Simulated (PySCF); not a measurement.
## C⁺: ionisation energy

C⁺ [He] 2s2 2p1 (2P) → C²⁺ [He] 2s2 (1S), as a difference of total energies. All numbers are calculated (PySCF 2.14, the spin-free X2C one-electron Hamiltonian (Gaussian nucleus), in ANO-RCC-VTZP). Correlated levels: valence and next inner shell: nothing frozen. The calculations carry no spin-orbit coupling.

```csv
method,ionisation energy (eV)
UHF,24.174
MP2 (valence and next inner shell),24.405
SCS-MP2 (valence and next inner shell),24.357
CCSD (valence and next inner shell),24.250
CCSD(T) (valence and next inner shell),24.280
CCSDT (valence and next inner shell),24.288
```

Problem. How much does correlation contribute at CCSD(T) (valence and next inner shell)?

Solution. 24.280 − (24.174) = 0.106 eV, measured against UHF.

Errors of the correlated levels include the incompleteness of this basis.

The coupled-cluster amplitudes are large for C²⁺ (T1 above 0.03 or a double amplitude above 0.15), so a single reference is strained.

For comparison: 24.378 eV (measured; NIST levels, between the centres of gravity of the two terms).
